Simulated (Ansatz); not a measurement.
Ansatz (an electronic-structure program) job for In(Br)(OH)2 (BrH₂InO₂), SMILES [In]([OH])([Br])[OH], PBE0/def2-SVPD. Geometry: B3LYP-D3(BJ)/def2-SVP. The structure was generated by enumeration; whether it is a known compound was not checked. The def2 effective core potentials stand for the cores of In; spin–orbit coupling is left out. Other conformers were not sampled.

Ansatz 0.2 input:
```yaml
crystal:
  periodic: [false, false, false]
  atoms:
    - {symbol: In, position_ang: [-0.00209939, 0.67136357, 0.00000000]}
    - {symbol: Br, position_ang: [-0.01776257, -1.81413931, 0.00000000]}
    - {symbol: O, position_ang: [-1.73532722, 1.65749271, 0.00000000]}
    - {symbol: H, position_ang: [-1.57796456, 2.61391755, 0.00000000]}
    - {symbol: O, position_ang: [1.71306515, 1.70165560, 0.00000000]}
    - {symbol: H, position_ang: [2.48062158, 1.11095660, 0.00000000]}
basis:
  gaussian:
    orbitals: def2-SVPD
hamiltonian:
  xc: {name: PBE0}
```

Output:

```
WARN ansatz: RAYON_NUM_THREADS=1 ignored (pool sized by the plan → 1); use --threads N
Functional definition: PBE0
integrals: 0.08 GiB planned
1390 factors; their error is unknown
mean field: 0.68 GiB planned
mean field evaluation 1: about -79313.6229 eV, gradient 7.8e1 eV
mean field evaluation 2: about -79257.4003 eV, gradient 1.7e2 eV
mean field evaluation 4: about -79324.8381 eV, gradient 9.6e0 eV
mean field evaluation 8: about -79325.0348 eV, gradient 2.0e-1 eV
mean field evaluation 16: about -79325.2699 eV, gradient 8.1e-5 eV
mean field -79325.26987758 eV, -2915.1498994018 hartree, gradient 8.1e-5 eV, S^2 0.000000; 0 other end points of the search recorded, 0 dependent functions left out
reference -79325.26991976 eV, -2915.1499009522 hartree; 37, 37 occupied and 98, 98 virtual orbitals, 1390 factors
Total energy: -79325.26991976 eV, -2915.1499009522 hartree
```

The run converged.

Cost: roughly 4 core-seconds.
